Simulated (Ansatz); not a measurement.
Ansatz (a program for electronic structure) input:
A basis named .json is the Basis Set Exchange file of that set.

Ansatz 0.2 input:
```yaml
crystal:
  periodic: [false, false, false]
  atoms:
    - {symbol: B, position_ang: [-0.80708184, 0.23355661, -0.04263948]}
    - {symbol: N, position_ang: [0.70790059, -0.11185525, 0.01263700]}
    - {symbol: H, position_ang: [-1.54209566, -0.74848484, -0.37384746]}
    - {symbol: H, position_ang: [-1.13051212, 1.32525768, -0.32548686]}
    - {symbol: H, position_ang: [-1.51449509, -0.44506862, 0.76568210]}
    - {symbol: H, position_ang: [0.92283706, -1.07938073, 0.26504867]}
    - {symbol: H, position_ang: [1.19131778, 0.49176416, 0.68657754]}
    - {symbol: H, position_ang: [1.15305309, 0.07111606, -0.89323561]}
basis:
  gaussian:
    orbitals: def2-QZVPPD.json
    fitting: {mean_field: def2-universal-jkfit, correlation: def2-QZVPPD-RIFIT.json}
total_charge: 1
magnetization: {spin_polarized: true, initial_magnetization: 1}
correlation: {method: mp2, electrons: outside_noble_gas}
```

Predict the final energy.

-82.70960 Eh (RI-MP2/def2-QZVPPD). The basis has 324 functions.
